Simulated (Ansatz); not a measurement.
`C#CO` and `OC#CC[SiH3]` differ in one atom or group.

Ansatz, PBE0-D4/def2-TZVP geometries, multiplicity 1. Each molecule was computed in one conformer, which needn't be the lowest.

```
                                          property  `C#CO`
size of the dipole moment (ωB97M-V/def2-TZVPP) / D    1.71
             HOMO energy (ωB97M-V/def2-TZVPP) / eV   -9.57
    size of the dipole moment (PBE/def2-TZVPP) / D    1.75
    zero-point energy (PBE0-D4/def2-TZVP) / kJ/mol    84.0
              HOMO–LUMO gap (PBE0/def2-TZVPP) / eV    7.69
                 HOMO energy (PBE/def2-TZVPP) / eV   -5.97
```

(1) What does the change do to each property? (Best estimate.)

Results:

(1) The calculation gave: 
```
                                          property  `OC#CC[SiH3]`  shift
size of the dipole moment (ωB97M-V/def2-TZVPP) / D           1.94   0.23
             HOMO energy (ωB97M-V/def2-TZVPP) / eV          -9.12   0.45
    size of the dipole moment (PBE/def2-TZVPP) / D           2.00   0.25
    zero-point energy (PBE0-D4/def2-TZVP) / kJ/mol          199.9  115.9
              HOMO–LUMO gap (PBE0/def2-TZVPP) / eV           7.34  -0.35
                 HOMO energy (PBE/def2-TZVPP) / eV          -5.60   0.37
```

With PBE0 the HOMO rises by 0.42 eV and the LUMO rises by 0.06 eV, so the gap narrows by about 0.36 eV. PBE moves the HOMO by 0.37 eV and ωB97M-V by 0.45 eV. The zero-point energy changes by 115.9 kJ/mol with +18 modes. Dipoles are sizes alone; their direction can turn.
